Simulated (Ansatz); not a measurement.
`[CH3][GeH]([Cl])[I]`: the same geometry under several functionals.

```yaml
crystal:
  periodic: [false, false, false]
  atoms:
    - {symbol: C, position_ang: [-0.263812, 1.061626, 0.130059]}
    - {symbol: Ge, position_ang: [0.286401, -0.745798, -0.288977]}
    - {symbol: Cl, position_ang: [2.046214, -1.199367, 0.866493]}
    - {symbol: I, position_ang: [-1.523700, -2.357687, 0.363599]}
    - {symbol: H, position_ang: [-0.480480, 1.133309, 1.195250]}
    - {symbol: H, position_ang: [0.542090, 1.751005, -0.125637]}
    - {symbol: H, position_ang: [-1.158656, 1.312390, -0.440437]}
    - {symbol: H, position_ang: [0.643942, -1.012480, -1.756249]}
basis:
  gaussian: {orbitals: def2-TZVPP}
hamiltonian: {xc: {name: BLYP}, dispersion: d4}
output: {orbitals: {seedname: orbitals}}
```

```sh
$ ansatz run in.yaml --threads 4 --pin off --events-out ev --progress --plain --max-ram 10444MiB
```

It prints (some lines left out):

```
Functional definition: BLYP
1435 factors; their error is unknown
mean field evaluation 1: about -78236.6069 eV, gradient 7.1e1 eV
mean field evaluation 2: about -78217.5496 eV, gradient 1.0e2 eV
mean field evaluation 4: about -78246.5584 eV, gradient 1.1e1 eV
mean field evaluation 8: about -78246.7901 eV, gradient 2.2e-1 eV
mean field evaluation 16: about -78246.7576 eV, gradient 1.7e-4 eV
mean field -78246.75758393 eV, -2875.5153036521 hartree, gradient 2.9e-5 eV, S^2 0.000000; 0 other end points of the search recorded, 0 dependent functions left out
reference -78246.75795859 eV, -2875.5153174209 hartree; 42, 42 occupied and 185, 185 virtual orbitals, 1435 factors
Total energy: -78247.23821280 eV, -2875.5329664376 hartree
```

Run time 1.7 s (4 threads of an Intel Xeon on a shared host); peak host memory 0.34 GiB.

With the line `hamiltonian: {xc: lda}` (abridged; 1.1 s):

```
Functional definition: SPW92
mean field evaluation 16: about -78099.3362 eV, gradient 1.7e-4 eV
mean field -78099.33621307 eV, -2870.0976681988 hartree, gradient 3.0e-5 eV, S^2 0.000000
Total energy: -78099.33625128 eV, -2870.0976696030 hartree
```

With the line `hamiltonian: {xc: {name: B2PLYP}}` (abridged; 4.6 s):

```
Functional definition: B2PLYP
mean field evaluation 16: about -78218.8092 eV, gradient 3.7e-5 eV
mean field -78218.80915331 eV, -2874.4882177712 hartree, gradient 5.4e-6 eV, S^2 0.000000
19 core orbitals not correlated: weight in the atoms' cores, before any rotation towards them, 1.000 or more for the frozen orbitals, at most 0.000 for the correlated occupied ones
second order -36.03072281 eV of doubles, -0.00000000 eV of singles
Total energy: -78228.53762422 eV, -2874.8457324829 hartree
```

With the line `hamiltonian: {xc: {name: revPBE}, dispersion: d4}` (abridged; 1.6 s):

```
Functional definition: revPBE
mean field evaluation 16: about -78241.7432 eV, gradient 1.4e-4 eV
mean field -78241.74321719 eV, -2875.3310290734 hartree, gradient 2.3e-5 eV, S^2 0.000000
Total energy: -78242.29365653 eV, -2875.3512573459 hartree
```

The same input with `hamiltonian: {xc: {name: r2SCAN0}, dispersion: d4}` (abridged; 4.2 s):

```
Functional definition: r2SCAN0
mean field evaluation 16: about -78247.8361 eV, gradient 1.1e-3 eV
mean field -78247.83611149 eV, -2875.5549388089 hartree, gradient 1.6e-5 eV, S^2 0.000000
Total energy: -78247.90143659 eV, -2875.5573394622 hartree
```

With the line `hamiltonian: {xc: {name: B3LYP}, dispersion: d4}` and forces (abridged; 4.1 s):

```
Functional definition: B3LYP
mean field evaluation 16: about -78252.0171 eV, gradient 4.3e-4 eV
mean field -78252.01711315 eV, -2875.7085877861 hartree, gradient 6.9e-5 eV, S^2 0.000000
Total energy: -78252.39189625 eV, -2875.7223608110 hartree
Atom 0 force    -0.070113     0.251775     0.046369 eV/Å
Atom 1 force    -0.010325     0.009070    -0.262591 eV/Å
Atom 2 force     0.278504    -0.061653     0.171993 eV/Å
Atom 3 force    -0.214138    -0.185301     0.069580 eV/Å
Atom 4 force     0.012333     0.005096    -0.065114 eV/Å
Atom 5 force    -0.053714    -0.027749     0.018710 eV/Å
Atom 6 force     0.051873    -0.003298     0.037331 eV/Å
Atom 7 force     0.005581     0.012059    -0.016279 eV/Å
Dipole moment:    -0.143488     0.430788    -0.221204 e Å
```

B3LYP takes the VWN-RPA correlation (the form of Gaussian; ORCA's B3LYP/G).
